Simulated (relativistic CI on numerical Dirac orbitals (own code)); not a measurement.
## How well does a small relativistic CI reproduce Cu⁴⁺?

Computed by Dirac-Coulomb-Breit CI, separate exchange-only KLI orbitals for each configuration, model QED (radiative potential, 1s self-energy scaled to tabulated hydrogen-like ionisation energies), valence Slater integrals scaled by 0.85, P86 correlation estimate, and configurations built on the next ion tied to the tabulated ionisation energy (semi-empirical) (own radial code, finite nucleus).

Configuration list (outside the closed core [Ne]): 3s²3p⁶3d⁷, 3s²3p⁶3d⁶4s, 3s²3p⁶3d⁶4p, 3s²3p⁶3d⁶4d, 3s²3p⁶3d⁶5s, 3s²3p⁶3d⁶4f, 3s²3p⁵3d⁸, 3s²3p⁶3d⁶5p, 3s²3p⁶3d⁵4s², 3s²3p⁶3d⁶5d, 3s²3p⁶3d⁵4s4p, 3s²3p⁶3d⁶5f, 3s²3p⁶3d⁶5g, 3s²3p⁴3d⁹, 3s3p⁶3d⁸, 3s²3p⁶3d⁵4p², 3s²3p⁶3d⁵4s4d. Levels of other configurations are missing.

| Configuration | Term (tabulated) | J | Measured (cm⁻¹) | Computed | Error | Purity (%) |
| --- | --- | --- | --- | --- | --- | --- |
| 3s²3p⁶3d⁷ | 4F | 9/2 | 0.0 | 0 | 0 | 99 |
| 3s²3p⁶3d⁷ | 4F | 7/2 | 1615.9 | 1578 | -38 | 100 |
| 3s²3p⁶3d⁷ | 4F | 5/2 | 2759.3 | 2687 | -72 | 99 |
| 3s²3p⁶3d⁷ | 4F | 3/2 | 3528.1 | 3430 | -98 | 99 |
| 3s²3p⁶3d⁷ | 4P | 5/2 | 20826.8 | 19390 | -1437 | 99 |
| 3s²3p⁶3d⁷ | 4P | 3/2 | 21065.9 | 19514 | -1551 | 85 |
| 3s²3p⁶3d⁷ | 4P | 1/2 | 21935.1 | 20437 | -1498 | 94 |
| 3s²3p⁶3d⁷ | 2G | 9/2 | 22575.3 | 21127 | -1448 | 97 |
| 3s²3p⁶3d⁷ | 2G | 7/2 | 24099.8 | 22592 | -1508 | 100 |
| 3s²3p⁶3d⁷ | 2P | 3/2 | 27015.9 | 24461 | -2555 | 72 |
| 3s²3p⁶3d⁷ | 2P | 1/2 | 28366.6 | 25776 | -2591 | 94 |
| 3s²3p⁶3d⁷ | 2H | 11/2 | 30401.7 | 29325 | -1077 | 100 |
| 3s²3p⁶3d⁷ | 2D2 | 5/2 | 30966.0 | 27685 | -3281 | 98 |
| 3s²3p⁶3d⁷ | 2H | 9/2 | 31823.4 | 30693 | -1130 | 97 |
| 3s²3p⁶3d⁷ | 2D2 | 3/2 | 33292.4 | 30100 | -3192 | 85 |
| 3s²3p⁶3d⁷ | 2F | 5/2 | 49490.0 | 46595 | -2895 | 99 |
| 3s²3p⁶3d⁷ | 2F | 7/2 | 50071.9 | 47167 | -2905 | 99 |
| 3s²3p⁶3d⁷ | 2D1 | 3/2 | 76838.2 | 70591 | -6247 | 99 |
| 3s²3p⁶3d⁷ | 2D1 | 5/2 | 77668.0 | 71492 | -6176 | 99 |
| 3s²3p⁶3d⁶4s | 6D | 9/2 | 187779.4 | 188342 | 563 | 99 |
| 3s²3p⁶3d⁶4s | 6D | 7/2 | 188832.7 | 189371 | 539 | 99 |
| 3s²3p⁶3d⁶4s | 6D | 5/2 | 189586.9 | 190111 | 524 | 99 |
| 3s²3p⁶3d⁶4s | 6D | 3/2 | 190100.3 | 190616 | 516 | 99 |
| 3s²3p⁶3d⁶4s | 6D | 1/2 | 190400.3 | 190912 | 512 | 99 |
| 3s²3p⁶3d⁶4s | 4D | 7/2 | 199441.3 | 199170 | -272 | 99 |
| 3s²3p⁶3d⁶4s | 4D | 5/2 | 200648.2 | 200353 | -295 | 99 |
| 3s²3p⁶3d⁶4s | 4D | 3/2 | 201412.8 | 201107 | -306 | 99 |
| 3s²3p⁶3d⁶4s | 4D | 1/2 | 201849.7 | 201539 | -311 | 99 |
| 3s²3p⁶3d⁶4s | 4H | 13/2 | 220207.8 | 218014 | -2194 | 99 |
| 3s²3p⁶3d⁶4s | 4H | 11/2 | 220622.8 | 218444 | -2179 | 97 |
| 3s²3p⁶3d⁶4s | 4H | 9/2 | 220938.1 | 218800 | -2138 | 95 |
| 3s²3p⁶3d⁶4s | 4H | 7/2 | 221271.9 | 219109 | -2163 | 96 |
| 3s²3p⁶3d⁶4s | 4P | 3/2 | 221664.1 | 222946 | 1282 | 91 |
| 3s²3p⁶3d⁶4s | 4F | 9/2 | 222401.3 | 221980 | -421 | 87 |
| 3s²3p⁶3d⁶4s | 4F | 7/2 | 222885.7 | 222498 | -388 | 89 |
| 3s²3p⁶3d⁶4s | 4F | 5/2 | 223214.2 | 222892 | -322 | 94 |
| 3s²3p⁶3d⁶4s | 4P | 1/2 | 223375.5 | 224555 | 1180 | 97 |
| 3s²3p⁶3d⁶4s | 4F | 3/2 | 223476.5 | 223209 | -267 | 99 |
| 3s²3p⁶3d⁶4s | 4G | 11/2 | 226310.8 | 225719 | -592 | 69 |
| 3s²3p⁶3d⁶4s | 2P | 3/2 | 226888.8 | 227810 | 921 | 91 |
| 3s²3p⁶3d⁶4s | 4G | 9/2 | 227542.6 | 226223 | -1320 | 86 |
| 3s²3p⁶3d⁶4s | 4G | 7/2 | 228020.3 | 226538 | -1482 | 84 |
| 3s²3p⁶3d⁶4s | 4G | 5/2 | 228105.3 | 226621 | -1484 | 88 |
| 3s²3p⁶3d⁶4s | 2F | 7/2 | 229587.5 | 228652 | -936 | 83 |
| 3s²3p⁶3d⁶4s | 2P | 1/2 | 229773.6 | 230536 | 763 | 95 |
| 3s²3p⁶3d⁶4s | 2F | 5/2 | 230531.7 | 229726 | -806 | 93 |
| 3s²3p⁶3d⁶4s | 2G | 9/2 | 234036.4 | 231998 | -2039 | 96 |
| 3s²3p⁶3d⁶4s | 2G | 7/2 | 235052.5 | 233085 | -1967 | 92 |
| 3s²3p⁶3d⁶4s | 4D | 3/2 | 236039.8 | 235397 | -642 | 98 |
| 3s²3p⁶3d⁶4s | 4D | 5/2 | 236058.9 | 235422 | -636 | 98 |
| 3s²3p⁶3d⁶4s | 4D | 1/2 | 236108.8 | 235459 | -650 | 98 |
| 3s²3p⁶3d⁶4s | 4D | 7/2 | 236331.2 | 235655 | -676 | 99 |
| 3s²3p⁶3d⁶4s | 2I | 13/2 | 238233.6 | 234390 | -3844 | 99 |
| 3s²3p⁶3d⁶4s | 2I | 11/2 | 238305.2 | 234467 | -3838 | 99 |
| 3s²3p⁶3d⁶4s | 2G | 9/2 | 239540.9 | 237224 | -2317 | 97 |
| 3s²3p⁶3d⁶4s | 2G | 7/2 | 239614.5 | 237323 | -2291 | 95 |
| 3s²3p⁶3d⁶4s | 2D | 5/2 | 243140.4 | 242028 | -1112 | 99 |
| 3s²3p⁶3d⁶4s | 2D | 5/2 | 246476.5 | 247593 | 1117 | 98 |
| 3s²3p⁶3d⁶4s | 2D | 3/2 | 246624.3 | 247669 | 1045 | 98 |
| 3s²3p⁶3d⁶4s | 2F | 7/2 | 256272.5 | 255342 | -931 | 97 |
| 3s²3p⁶3d⁶4s | 2F | 5/2 | 256272.9 | 255371 | -902 | 97 |
| 3s²3p⁶3d⁶4s | 4F | 3/2 | 265691.5 | 264074 | -1618 | 99 |
| 3s²3p⁶3d⁶4s | 4F | 9/2 | 265752.4 | 264117 | -1635 | 99 |
| 3s²3p⁶3d⁶4s | 4F | 5/2 | 265886.0 | 264269 | -1617 | 97 |

Measured levels from Sugar and Musgrove, J. Phys. Chem. Ref. Data 19, 527 (1990); pairs were made by configuration, J and term (by order where the table uses no LS term), so strongly mixed levels may be paired wrongly.

Mean error by configuration (cm⁻¹): 3s²3p⁶3d⁷ -2206; 3s²3p⁶3d⁶4s -792. Over the excited levels the mean absolute error is 1480 cm⁻¹ (63 of the 63 excited levels that our extract of the source holds in range could be paired), and the median relative error of those above 1,000 cm⁻¹ is 0.61 %.
